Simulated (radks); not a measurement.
Hg I, configuration [Hg].

Calculated with a radial shooting solver on a logarithmic mesh with Libxc functionals: Dirac Kohn-Sham, BLYP, spin-unpolarised, spherical densities, point nucleus.

Energy parts (Ry):
part                       energy
total                 -39326.4042
kinetic                45393.8564
electron-nucleus      -99239.1661
Hartree                15268.4405
exchange-correlation    -749.5349

Orbitals (lengths in bohr, moments of r in powers of bohr; r(90%) holds 90 % of the orbital's charge):
orbital,occ.,eigenvalue (Ry),r(90%),<r^2>,<r>
1s1/2,2,-6104.502,0.0303,0.0003806,0.01658
2s1/2,2,-1081.003,0.109,0.005736,0.06923
2p1/2,2,-1037.019,0.0950,0.004053,0.05692
2p3/2,4,-893.7969,0.107,0.005239,0.06559
3s1/2,2,-256.4718,0.265,0.03723,0.1801
3p1/2,2,-236.6989,0.257,0.03392,0.1704
3p3/2,4,-204.9757,0.279,0.04031,0.1863
3d3/2,4,-172.3045,0.252,0.03086,0.1621
3d5/2,6,-165.5085,0.258,0.03259,0.1670
4s1/2,2,-56.36236,0.573,0.1799,0.3991
4p1/2,2,-47.89265,0.583,0.1833,0.4011
4p3/2,4,-40.22982,0.631,0.2155,0.4354
4d3/2,4,-26.40620,0.660,0.2264,0.4425
4d5/2,6,-24.97822,0.676,0.2378,0.4537
5s1/2,2,-8.66002,1.29,0.9125,0.9018
4f5/2,6,-7.18784,0.767,0.2774,0.4793
4f7/2,8,-6.87966,0.778,0.2853,0.4861
5p1/2,2,-5.86493,1.41,1.067,0.9715
5p3/2,4,-4.51700,1.55,1.294,1.069
5d3/2,4,-0.79670,2.28,2.550,1.462
5d5/2,6,-0.66177,2.41,2.826,1.534
6s1/2,2,-0.49984,4.08,8.460,2.709
6p1/2,0,-0.11605,6.48,19.85,4.053

The highest occupied level is 6s1/2 at -6.801 eV. The density falls to 0.001 e/bohr^3 at r = 4.33 bohr. Summed over all electrons, <r^2> = 61.74 bohr^2, which gives a Langevin (diamagnetic) susceptibility term of -48.9 x 10^-6 cm^3/mol. For comparison, the ionisation energy in NIST's Atomic Spectra Database is 10.438 eV (measured). In exact Kohn-Sham theory the highest level is minus the ionisation energy, but local and semilocal functionals leave it too shallow, through self-interaction and a potential that decays too fast; potentials with the right tail come closer.
